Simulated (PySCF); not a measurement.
**Ionisation energy of S(2+) by level of theory**

S(2+) [Ne] 3s2 3p2 (3P) → S(3+) [Ne] 3s2 3p1 (2P), as a difference of total energies. Calculation: PySCF 2.14, in aug-cc-pwCVTZ (8s7p5d3f, 75 functions); no relativity, point nucleus. Correlated levels: valence and next inner shell: 1s2 frozen. The calculations carry no spin-orbit coupling.

```json
{"method": "UHF", "ionisation energy (eV)": "34.156"}
{"method": "MP2 (valence and next inner shell)", "ionisation energy (eV)": "34.698"}
{"method": "SCS-MP2 (valence and next inner shell)", "ionisation energy (eV)": "34.595"}
{"method": "CCSD (valence and next inner shell)", "ionisation energy (eV)": "34.731"}
{"method": "CCSD(T) (valence and next inner shell)", "ionisation energy (eV)": "34.762"}
```

Q: How much does correlation contribute at CCSD(T) (valence and next inner shell)?

A: 34.762 − (34.156) = 0.606 eV, measured against UHF.

A first-order spin-orbit estimate (lowest level to lowest level, LS coupling) adds -0.009 eV.

Errors of the correlated levels include the incompleteness of this basis and the frozen core.

For comparison: 34.86 ± 0.04 eV (semi-empirical (NIST evaluation); NIST Atomic Spectra Database, ionization energies).
